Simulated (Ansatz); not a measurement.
| atom | x (Å) | y (Å) | z (Å) |
| --- | --- | --- | --- |
| N | -0.0496 | -0.0014 | -0.3088 |
| O | 0.0135 | 1.0454 | 0.1458 |
| O | -0.0122 | -1.0447 | 0.1424 |

Basis set: 6-31G* (spherical functions). Left uncorrelated: 3 orbitals. Charge 0, multiplicity 2.

Computed with Ansatz (development build ahead of 0.2.0); each method stands on the lowest determinant of its kind that the runs found.

The atomization energy at this shape (free ground-state atoms in the same class of orbitals less the molecule, no zero-point energy) of doublet NO₂:

```csv
method,atomization energy
UHF-MP2,8.67 eV
```

(1) What does UHF give?

Answers

(1) 2.04 eV. Caution: the shape is not the minimum.
